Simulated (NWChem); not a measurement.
Molecule: BeHSeF; SMILES [F][Be][SeH]

```xyz
4

Be    -0.0071     1.2182     0.0000
F     -0.0194     2.6073     0.0000
Se    -0.0363    -0.8090     0.0000
H      1.4378    -0.8317     0.0000
```
Atoms are numbered in this order, from 1.

Computed with NWChem. Structure relaxed at the PBE0/def2-SVP level. Ions are spin-unrestricted doublets at the neutral geometry; other ion states weren't tried.

For level B3LYP/def2-SVP:

```
Item           Result
-------------  ------
−ε(HOMO) (eV)    7.09
```

How do the values read with level PBE/def2-SVP instead?


- −ε(HOMO) (eV) = 6.20
